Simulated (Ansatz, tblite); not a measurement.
Forces on InSn₂₀H₃₀, a doped nanocrystal cut from the lattice of tin (In on an inner site) at its PBE-D4/def2-SVP geometry. Total charge 0; doublet.

In the def2 sets In, Sn take a core potential; there is no spin–orbit coupling. The xTB rows come from tblite. Single mean-field runs in def2-SVP are fitted with def2-universal-jkfit.

GFN1-xTB (tblite), largest force 1.13 eV/Å:

```xyz
51
positions Å, forces eV/Å
In    0.334    0.542   -0.468    0.135   -0.346    0.631
Sn   -3.157   -2.251   -3.006   -0.068    0.264    0.117
Sn   -2.820    2.758    3.292   -0.007   -0.050    0.023
Sn   -4.709    1.638   -0.790   -0.035   -0.061    0.059
Sn   -1.474   -1.005    1.191    0.695    0.702   -0.109
Sn    1.699    0.241    2.084   -0.822   -0.286   -0.727
Sn    1.205   -1.218   -2.455   -0.022   -0.079   -0.399
Sn   -0.436    3.220   -0.678   -0.155    0.038   -0.001
Sn    3.113   -3.877    0.865   -0.032   -0.027    0.039
Sn    5.288   -0.179   -0.896    0.070    0.048   -0.091
Sn   -2.217    0.038    3.708   -0.089   -0.039   -0.222
Sn    2.199   -2.359    3.052    0.168    0.177   -0.095
Sn   -3.762   -1.014   -0.536    0.021   -0.069    0.042
Sn    1.375   -3.813   -1.358    0.254    0.126    0.004
Sn   -0.919   -1.145   -4.317   -0.021   -0.383    0.211
Sn   -5.183    2.770    1.752    0.245   -0.041   -0.060
Sn   -0.821    4.212    1.932   -0.223    0.040   -0.016
Sn   -2.858    3.289   -2.121   -0.116    0.008    0.237
Sn    4.023    1.494    0.994    0.013   -0.437    0.204
Sn    3.773   -0.389   -3.270    0.017   -0.159    0.308
Sn    5.612   -2.757    0.189   -0.260    0.071    0.007
H    -4.568   -2.171   -4.023    0.281   -0.269    0.134
H    -2.846   -3.933   -2.702   -0.184    0.268   -0.255
H    -3.144    3.526    4.824    0.026   -0.061   -0.154
H    -6.206    1.568   -1.685    0.155    0.051    0.079
H    -0.897   -2.649    1.354   -0.218   -0.022    0.121
H     1.041    1.280    3.326    0.241   -0.051    0.148
H     0.737    4.221   -1.493   -0.067    0.114    0.016
H     3.361   -5.527    1.373   -0.005    0.160   -0.055
H     6.852    0.516   -1.233   -0.136   -0.063    0.030
H    -3.648   -0.781    4.273    0.361    0.136    0.156
H    -0.975   -0.220    4.892   -0.363   -0.046   -0.038
H     0.766   -2.998    3.789    0.359    0.060    0.068
H     3.433   -2.298    4.278   -0.363   -0.170   -0.032
H    -5.005   -1.965    0.252    0.063    0.078   -0.177
H    -0.206   -4.360   -0.891    0.335   -0.091   -0.215
H     1.976   -4.950   -2.532   -0.328    0.087    0.285
H    -0.616   -1.994   -5.804   -0.111    0.383    0.126
H    -1.261    0.512   -4.720    0.069   -0.366   -0.154
H    -6.434    1.889    2.577    0.105    0.351   -0.164
H    -5.758    4.396    1.532   -0.099   -0.362    0.148
H    -1.300    5.886    1.922    0.294   -0.267    0.155
H     0.677    4.126    2.813   -0.296    0.237   -0.119
H    -3.519    4.892   -2.239    0.121   -0.297   -0.259
H    -2.596    2.716   -3.740   -0.123    0.300    0.178
H     3.449    2.945    0.222    0.236   -0.031    0.184
H     5.135    1.984    2.245   -0.145    0.256   -0.295
H     3.694    1.143   -4.083    0.118   -0.326   -0.059
H     4.541   -1.518   -4.346   -0.096    0.408    0.019
H     6.607   -2.673    1.611   -0.025   -0.133   -0.383
H     6.446   -3.754   -0.961    0.027    0.166    0.349
```

GFN2-xTB (tblite), largest force 0.60 eV/Å:

```
In 0.074 -0.044 0.023
Sn -0.006 0.194 0.051
Sn -0.031 0.020 0.192
Sn -0.268 0.003 -0.051
Sn 0.407 0.238 0.190
Sn -0.482 -0.185 -0.297
Sn -0.131 0.103 -0.249
Sn 0.140 -0.048 -0.069
Sn -0.005 -0.145 0.106
Sn 0.129 0.070 -0.137
Sn -0.103 -0.077 0.043
Sn 0.030 0.043 0.096
Sn -0.089 -0.226 -0.134
Sn 0.078 -0.103 0.036
Sn -0.093 -0.354 0.186
Sn -0.078 -0.033 0.088
Sn 0.019 0.091 0.116
Sn -0.020 0.062 -0.024
Sn 0.066 -0.103 0.132
Sn 0.031 0.038 0.061
Sn 0.031 -0.056 0.009
H 0.312 -0.131 0.194
H -0.119 0.258 -0.126
H 0.070 -0.131 -0.243
H 0.293 0.010 0.144
H -0.194 0.171 0.040
H 0.191 -0.103 0.001
H -0.145 -0.032 0.071
H -0.063 0.264 -0.101
H -0.257 -0.088 0.055
H 0.333 0.124 -0.039
H -0.265 -0.025 -0.198
H 0.292 0.112 -0.049
H -0.278 -0.059 -0.127
H 0.261 0.192 -0.159
H 0.289 0.032 -0.154
H -0.230 0.207 0.232
H -0.059 0.322 0.233
H 0.125 -0.260 -0.033
H 0.188 0.267 -0.190
H 0.005 -0.313 0.070
H 0.189 -0.299 0.033
H -0.280 0.108 -0.162
H 0.124 -0.318 -0.109
H -0.085 0.180 0.226
H 0.121 -0.118 0.144
H -0.255 0.085 -0.275
H 0.045 -0.336 0.069
H -0.142 0.288 0.123
H -0.102 -0.072 -0.308
H -0.063 0.175 0.271
```

PBE-D4/def2-SVP (Ansatz), largest force 0.03 eV/Å:

```
In 0.000 0.004 0.010
Sn -0.007 0.005 -0.018
Sn -0.007 0.004 0.001
Sn -0.006 -0.018 0.005
Sn 0.003 -0.005 -0.009
Sn 0.003 -0.001 0.000
Sn -0.010 -0.007 -0.006
Sn 0.002 0.006 -0.002
Sn 0.001 -0.014 -0.011
Sn 0.008 0.009 -0.016
Sn -0.025 -0.013 0.006
Sn 0.004 0.018 0.007
Sn -0.011 0.011 0.011
Sn 0.004 0.003 -0.007
Sn 0.002 0.008 0.001
Sn -0.005 -0.005 0.005
Sn 0.017 0.023 0.004
Sn 0.006 0.002 0.009
Sn -0.006 0.007 0.010
Sn -0.002 -0.010 0.005
Sn -0.010 -0.004 0.011
H 0.013 0.000 0.012
H 0.000 0.000 0.001
H -0.003 -0.005 -0.002
H 0.007 0.001 0.005
H -0.001 0.006 -0.001
H 0.004 -0.001 -0.008
H -0.006 -0.008 0.004
H 0.000 0.006 0.001
H -0.002 -0.006 0.002
H 0.015 0.012 -0.003
H 0.006 -0.001 0.001
H -0.008 -0.003 0.004
H -0.001 0.000 0.000
H 0.005 0.003 -0.004
H 0.001 0.000 -0.002
H -0.004 0.005 0.005
H 0.006 0.002 0.009
H 0.005 -0.013 0.001
H 0.001 0.004 -0.003
H -0.003 -0.004 0.003
H 0.000 -0.014 0.000
H -0.020 0.001 -0.007
H -0.003 0.011 -0.003
H 0.004 -0.008 -0.013
H 0.006 -0.003 0.001
H 0.002 -0.001 -0.002
H -0.003 0.010 -0.005
H -0.001 0.000 -0.003
H 0.006 -0.001 0.005
H 0.008 -0.015 -0.013
```
